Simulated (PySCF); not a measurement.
B(H)(NCO)(OMe) (C2H4BNO2), SMILES COBN=C=O.

Geometry: B3LYP-D3(BJ)/def2-SVP. The structure was generated by enumeration, and PubChem lists no compound with its InChIKey, so it may never have been made. Other conformers were not sampled.

Calculation: B3LYP-D3(BJ)/def2-SVP (PySCF).

No scaling factor is applied to the harmonic values.

```
mode  ν (cm⁻¹)  IR (km/mol)  Raman (Å⁴/amu)  depolarisation  moving atoms (share of kinetic energy)
----  --------  -----------  --------------  --------------  --------------------------------------
1           38          0.8             2.1            0.75                  N 43 %, O 32 %, C 12 %
2           83          1.7             0.6            0.75          N 34 %, O 31 %, H 18 %, C 16 %
3          128          2.3             0.3            0.75                          H 75 %, O 20 %
4          213          0.3             0.5            0.75  N 29 %, H 24 %, O 19 %, B 18 %, C 10 %
5          290          3.4             0.8            0.44  O 34 %, H 22 %, C 17 %, N 15 %, B 12 %
6          425          8.7             3.6            0.31                  C 36 %, O 36 %, N 18 %
7          586         28.9             1.0            0.75                  C 73 %, O 16 %, N 10 %
8          620         28.0             0.4            0.75                  C 72 %, O 14 %, N 13 %
9          906         47.0             1.5            0.75                          H 59 %, B 37 %
10         912         80.4             7.3            0.19                  B 52 %, O 20 %, H 19 %
11        1018         35.3             2.8            0.22          C 29 %, O 29 %, H 27 %, B 15 %
12        1141          1.9             4.4            0.67                  H 63 %, C 17 %, O 15 %
13        1187          0.5             1.6            0.75                          H 76 %, C 19 %
14        1205         78.9             2.2            0.71           H 67 %, C 13 %, B 11 %, O 9 %
15        1387        630.0            15.1            0.25          O 32 %, B 31 %, H 23 %, C 12 %
16        1469          3.7            21.2            0.75                                  H 97 %
17        1474          4.2            22.1            0.72                                  H 92 %
18        1493         58.2            10.3            0.68                          H 73 %, O 14 %
19        1626        216.6            58.2            0.25                  N 46 %, O 29 %, B 19 %
20        2474       1686.6             7.9            0.11                  C 68 %, N 22 %, O 10 %
21        2587        132.2            80.3            0.17                           H 91 %, B 9 %
22        3021         52.0           168.8            0.00                                  H 97 %
23        3112         24.5            78.1            0.60                          H 90 %, C 10 %
24        3118         20.9           109.8            0.75                          H 90 %, C 10 %
```
